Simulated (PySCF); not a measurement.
XPS shifts beside NMR shieldings

Species: C4H5F2N.
Numbering: `[H]/[N:4]=[C:3](\[CH:2]=[CH2:1])[CH:5]([F:6])[F:7]`

Binding energies: PySCF 2.14.0, delta-SCF UKS SCAN, pcX-2 on the ionised atom, pcseg-1 elsewhere, spin-free X2C. Shieldings: GIAO PBE0/pcSseg-1, non-relativistic, same geometry.

```json
{"atom": "C1", "C 1s (eV)": "290.89"}
{"atom": "C2", "C 1s (eV)": "291.32"}
{"atom": "C3", "C 1s (eV)": "292.58"}
{"atom": "C5", "C 1s (eV)": "295.71"}
```

Task: What are the absolute isotropic shieldings of these atoms?

Result: 
| atom | environment | C 1s (eV) | isotropic shielding (ppm) |
| --- | --- | --- | --- |
| C1 | terminal =CH2 carbon | 290.89 | 49.1 |
| C2 | alkene CH carbon | 291.32 | 49.2 |
| C3 | imine carbon | 292.58 | 12.8 |
| C5 | CHF2 carbon | 295.71 | 62.1 |

Task: Among the listed atoms, is the one with the highest binding energy also the least shielded?

Result: No. The highest binding energy is at C5 (295.71 eV, shielding 62.1 ppm), the lowest shielding at C3 (12.8 ppm, 292.58 eV).

By binding energy: C1 < C2 < C3 < C5. By shielding: C3 < C1 ≈ C2 < C5.

Spin contamination (⟨S²⟩ against 0.75 for a pure doublet) is marked for C 1s of C3 (0.91), which makes this value less certain. Geometry: GFN2-xTB, one conformer, isolated molecule.

Shape of the structure used: `[H]/[N:4]=[C:3](\[CH:2]=[CH2:1])[CH:5]([F:6])[F:7]`: C1–C2–C3–N4 180°, C2–C3–C5–F6 -59°.
